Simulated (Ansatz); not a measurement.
Task: Name a neutral molecule of C, N, Si and H with HOMO energy (B3LYP/def2-TZVPP) between -6.15 and -5.85 eV and HOMO energy (PBE0/def2-TZVPP) between -6.40 and -6.10 eV (Ansatz, PBE0-D4/def2-TZVP geometry).

Result: `[SiH3]/N=C1\C[SiH2]1` (-6.06 eV, -6.27 eV); `[SiH3]C1=CN1` (-5.98 eV, -6.20 eV); `C=C1N[SiH2]1` (-5.90 eV, -6.12 eV); `C1=C[SiH2]N1` (-6.03 eV, -6.26 eV); `NC1C[SiH2]1` (-6.14 eV, -6.34 eV); `C=C(N)[SiH3]` (-6.04 eV, -6.25 eV). Other molecules can fit too; these were computed, each in one conformer that needn't be the lowest.

B3LYP here is the variant with VWN-RPA as its local correlation; programs differ in this.
